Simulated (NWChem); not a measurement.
SnH2O2, singlet; SMILES [OH][Sn][OH]

```xyz
5

Sn     0.3784    -0.0275     0.0000
O     -1.0395    -1.4224     0.0000
H     -1.9151    -1.0099     0.0000
O     -1.0030     1.4290     0.0000
H     -0.6630     2.3310     0.0000
```
Atoms are numbered in this order, from 1.

Results from NWChem. Low-valent species are run as closed-shell singlets; no triplet was tried in these runs. Coordinates come from a PBE0/def2-SVP optimisation. def2 effective core potentials on Sn; no spin-orbit coupling.

Question: Estimate the computed values for PBE/def2-SVPD. Quantities: highest occupied level (eV); orbital gap (eV); dipole (D).

Answer: 
| Quantity | Value |
|---|---|
| highest occupied level (eV) | -6.51 |
| orbital gap (eV) | 3.72 |
| dipole (D) | 2.61 |
